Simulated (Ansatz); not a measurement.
`BCB(B)F` + `C#C/C=C/C` → `BB(F)/C=C/C` + `BCC#C`  (formal exchange of groups at a B–C bond)

Isolated molecules relaxed with PBE0-D4/def2-TZVP in Ansatz; ΔE leaves out vibrations. CCSD(T)/CBS adds triple-zeta CCSD(T) − MP2 to the extrapolated MP2 energy (def2 sets, frozen cores). Double bonds are as drawn, so ΔE can hold a change between cis and trans. Functionals use def2-TZVPP. B3LYP here is the variant with VWN-RPA as its local correlation; programs differ in this. Each species was taken in one conformer, which may not be the lowest.

CCSD(T)/CBS gives +16.2 kJ/mol.

Another level gave +23.8 kJ/mol. Which?
A. HF/def2-TZVPP
B. B3LYP/def2-TZVPP
C. ωB97X-V/def2-TZVPP
D. r2SCAN-D4/def2-TZVPP

D. r2SCAN-D4 23.8, B3LYP 17.5, HF/def2-TZVPP 2.7, ωB97X-V 13.2 kJ/mol.

Largest T1 diagnostic among the species: 0.013.

In def2-TZVPP, CCSD(T) changes the Hartree–Fock value by +14.2 kJ/mol (the triples alone add +2.8 kJ/mol) and MP2 by +16.5 kJ/mol. From PBE to PBE0 (25 % exact exchange), in def2-TZVPP and without D4, ΔE moves by −5.0 kJ/mol.
